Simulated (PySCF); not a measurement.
## SMILES O=S(=O)(Cl)c1sccc1Cl, C$_{4}$H$_{2}$Cl$_{2}$O$_{2}$S$_{2}$

Geometry:
| atom | x (Å) | y (Å) | z (Å) |
| --- | --- | --- | --- |
| O1 | 2.616 | 0.433 | 1.149 |
| S2 | 2.076 | -0.435 | 0.159 |
| O3 | 2.429 | -1.814 | 0.153 |
| Cl4 | 2.598 | 0.326 | -1.647 |
| C5 | 0.331 | -0.295 | 0.088 |
| S6 | -0.651 | -1.680 | -0.117 |
| C7 | -2.057 | -0.691 | -0.116 |
| C8 | -1.780 | 0.634 | 0.028 |
| C9 | -0.388 | 0.867 | 0.139 |
| Cl10 | 0.364 | 2.380 | 0.308 |
| H11 | -3.023 | -1.143 | -0.221 |
| H12 | -2.514 | 1.416 | 0.051 |

Theory: GIAO BHandHLYP/pcSseg-1 magnetisability, rotational g tensor and spin-rotation constants, non-relativistic, gas phase in PySCF 2.14.0. Geometry: GFN2-xTB.

Problem. How diamagnetic is it, and how anisotropic?

Solution. Isotropic -1807 × 10⁻³⁰ J/T², or -108.8 × 10⁻⁶ cm³/mol; principal values -2339, -1573, -1510 × 10⁻³⁰ J/T², anisotropy 799 × 10⁻³⁰ J/T² (root of half the summed squared differences of the principal values). The susceptibility is in cgs units.

Problem. Split it along the inertial axes a, b, c into diamagnetic and paramagnetic parts about the centre of mass, with the quadrupole moment.

Solution. 
| axis | χ (10⁻⁶ cm³/mol) | diamagnetic (10⁻⁶ cm³/mol) | paramagnetic (10⁻⁶ cm³/mol) | summed x² of all electrons (Å²) | quadrupole Θ (D Å) |
| --- | --- | --- | --- | --- | --- |
| a | -94.8 | -1184.0 | 1089.1 | 309.1 | +10.56 |
| b | -93.8 | -1621.1 | 1527.3 | 206.1 | -3.32 |
| c | -137.9 | -2185.6 | 2047.7 | 73.0 | -7.24 |

Anisotropies 2χaa − χbb − χcc = +42.0 and 2χbb − χaa − χcc = +45.2 × 10⁻⁶ cm³/mol. Θ is traceless in Buckingham's convention.

Problem. And the rotational g tensor?

Solution. 
| axis | rotational constant (GHz) | g | nuclear part | electronic part |
| --- | --- | --- | --- | --- |
| a | 1.0342 | -0.0289 | 0.5003 | -0.5292 |
| b | 0.7486 | -0.0184 | 0.5187 | -0.5371 |
| c | 0.5359 | -0.0015 | 0.5141 | -0.5156 |

Asymmetric top; isotopes 12C, 35Cl, 1H, 16O, 32S; no vibrational averaging.
